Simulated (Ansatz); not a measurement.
```yaml
crystal:
  periodic: [false, false, false]
  atoms:
    - {symbol: B, position_ang: [-1.184155, -1.484260, -0.159937]}
    - {symbol: N, position_ang: [-0.530576, -0.291093, 0.562014]}
    - {symbol: Si, position_ang: [1.155018, -0.381980, -0.070854]}
    - {symbol: C, position_ang: [1.260863, 0.218161, -1.842180]}
    - {symbol: Si, position_ang: [-1.389120, 0.993628, 1.597649]}
    - {symbol: Cl, position_ang: [-1.063190, 2.643270, 0.554859]}
    - {symbol: H, position_ang: [-2.457519, -1.517328, 0.251736]}
    - {symbol: H, position_ang: [-0.779749, -2.428164, -0.795005]}
    - {symbol: H, position_ang: [1.840327, -1.568645, 0.222301]}
    - {symbol: H, position_ang: [1.761843, 0.990915, 1.123069]}
    - {symbol: H, position_ang: [0.810357, 1.149901, -1.974543]}
    - {symbol: H, position_ang: [2.419668, 0.328124, -2.128369]}
    - {symbol: H, position_ang: [0.899126, -0.306619, -2.243524]}
    - {symbol: H, position_ang: [-0.297619, 1.072816, 2.796598]}
    - {symbol: H, position_ang: [-2.637619, 0.618187, 1.697565]}
basis:
  gaussian: {orbitals: def2-SVP}
hamiltonian: {xc: {name: B3LYP5}}
relax: {f_tol: 0.0001, max_steps: 2}
output: {forces: true}
```

```sh
$ ansatz run in.yaml --threads 4 --pin off --events-out ev --progress --plain --max-ram 11315MiB
```

Shortened log:

```
Functional definition: B3LYP5
1499 factors; integrals over basis functions are off by at most 3.5e-4 eV
mean field evaluation 1: about -31595.0060 eV, gradient 7.2e1 eV
mean field evaluation 2: about -31575.4796 eV, gradient 1.1e2 eV
mean field evaluation 4: about -31606.7875 eV, gradient 6.5e0 eV
mean field evaluation 8: about -31606.9087 eV, gradient 3.6e-1 eV
mean field evaluation 16: about -31606.9091 eV, gradient 5.8e-5 eV
mean field -31606.90914285 eV, -1161.5324870672 hartree, gradient 5.8e-5 eV, S^2 0.000000; 0 other end points of the search recorded, 0 dependent functions left out
reference -31606.90945222 eV, -1161.5324984364 hartree; 36, 36 occupied and 105, 105 virtual orbitals, 1499 factors
relax step   1: F+E_penalty+E_count = -31606.90914285 eV  Δ(F+E_penalty+E_count) = +0.000e0 eV  max|allowed force component| = 2.428e1 eV/Å  Δτ_max = 0.0000 Å  (27 SCF iters, accepted)
1499 factors; integrals over basis functions are off by at most 5.7e-4 eV
mean field -31613.85000031 eV, -1161.7875588744 hartree, gradient 1.5e-5 eV, S^2 0.000000; 0 other end points of the search recorded, 0 dependent functions left out
reference -31613.85030849 eV, -1161.7875701996 hartree; 36, 36 occupied and 105, 105 virtual orbitals, 1499 factors
relax step   2: F+E_penalty+E_count = -31613.85000031 eV  Δ(F+E_penalty+E_count) = -6.941e0 eV  max|allowed force component| = 3.025e0 eV/Å  Δτ_max = 0.1909 Å  (34 SCF iters, accepted)
Error: geometry relaxation did not converge after 2 steps: max|allowed force component| = 3.02e0 eV/Å (threshold 1.0e-4). Raise `relax.max_steps` over both its present limit and 2, loosen `relax.f_tol`, or start from a geometry closer to equilibrium. Where this run's directory can be resumed (`checkpoint.write`), a resume goes on for up to `relax.max_steps` more
```

**Question.** What is wrong with this run?

**Answer.** The relaxation is allowed too few steps for its threshold. No converged result was reached.

B3LYP here is the variant with VWN-RPA as its local correlation; programs differ in this.
